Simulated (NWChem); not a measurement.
A series in which one site is exchanged, each optimised at PBE0/def2-SVP with NWChem, gas phase unless a solvent is named. For some, no frequency run checked for a minimum. def2 effective core potentials on Te, I; no spin-orbit coupling.

A: [TeH2] (H$_{2}$Te; site = H)
B: Cl[TeH] (HTeCl; site = Cl)
C: F[TeH] (HTeF; site = F)
D: I[TeH] (HTeI; site = I)

| quantity | A | B | C | D |
|---|---|---|---|---|
| dipole (D), PBE0/def2-SVP | 0.35 | 2.11 | 2.50 | ? |
| vertical ionisation energy, ΔSCF, PBE/def2-SVP (eV) | 8.91 | 8.69 | 8.89 | ? |
| lowest singlet excitation, B3LYP/def2-SVPD, TDA (eV) | 4.12 | 2.32 | 2.44 | ? |

**Question.** Fill in the missing entries.

**Answer.** 
- dipole (D), PBE0/def2-SVP, D: 1.23
- vertical ionisation energy, ΔSCF, PBE/def2-SVP (eV), D: 8.29
- lowest singlet excitation, B3LYP/def2-SVPD, TDA (eV), D: 2.03
